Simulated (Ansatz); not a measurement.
Cost and result up the ladder for Rb₄Br₃ (7 atoms). Charge 0, multiplicity 2. Geometry: PBE-D4/def2-SVP.

```csv
atom,x (Å),y (Å),z (Å)
Rb1,0.710,-0.214,2.224
Rb2,-2.070,4.673,-0.996
Rb3,1.524,-3.824,-0.718
Rb4,-0.667,0.233,-1.509
Br5,2.507,-0.763,-0.589
Br6,-0.875,2.397,1.051
Br7,-1.129,-2.502,0.536
```

Ansatz on 4 threads of Arm Neoverse V2 on a shared host. Times are rough, and most runs start from the orbitals of an earlier one. PBE0-D4/def2-TZVP serves as the yardstick here, not as an exact answer. Differences are given only for rows in sets of like size (and for xTB, whose basis is part of the method), since another set adds its own error. Binding counts from free atoms at the same level (Rb doublet, Br doublet; other spins of the atoms weren't run), without zero-point energy or a counterpoise term.

In the def2 sets Rb takes a core potential; there is no spin–orbit coupling. Correlated methods freeze 27 core orbitals; core or outer-core shells of Rb, Br are correlated, in sets that lack core-valence functions. Another isomer (doublet) lies 0.47 eV lower at PBE0-D4/def2-TZVP; other spin states weren't run for this one.

Correlated methods converge slowly with the basis.

```json
{"level": "PBE-D4/def2-SVP", "functions": "192", "wall time": "12 s"}
{"level": "PBE0-D4/def2-SVP", "functions": "192", "wall time": "20 s"}
{"level": "PBE-D4/def2-TZVP (with forces)", "functions": "276", "wall time": "25 s"}
{"level": "MP2/def2-TZVP", "functions": "276", "wall time": "28 s"}
{"level": "PBE0-D4/def2-TZVP", "functions": "276", "wall time": "28 s"}
{"level": "BHLYP-D4/def2-TZVP", "functions": "276", "wall time": "30 s"}
{"level": "B2PLYP/def2-TZVP", "functions": "276", "wall time": "44 s"}
{"level": "RPA@PBE/def2-TZVP", "functions": "276", "wall time": "47 s"}
{"level": "r2SCAN-D4/def2-TZVP", "functions": "276", "wall time": "52 s"}
```

Q: Estimate what each level gives for the binding energy per atom (eV).

A: 
| level | binding energy per atom (eV) | difference from PBE0-D4/def2-TZVP (eV) |
| --- | --- | --- |
| PBE-D4/def2-SVP | 2.18 | – |
| PBE0-D4/def2-SVP | 2.19 | – |
| PBE-D4/def2-TZVP (with forces) | 2.14 | -0.01 |
| MP2/def2-TZVP | 2.19 | 0.03 |
| PBE0-D4/def2-TZVP | 2.16 | 0.00 |
| BHLYP-D4/def2-TZVP | 2.15 | -0.01 |
| B2PLYP/def2-TZVP | 2.10 | -0.06 |
| RPA@PBE/def2-TZVP | 1.93 | -0.23 |
| r2SCAN-D4/def2-TZVP | 2.22 | 0.06 |
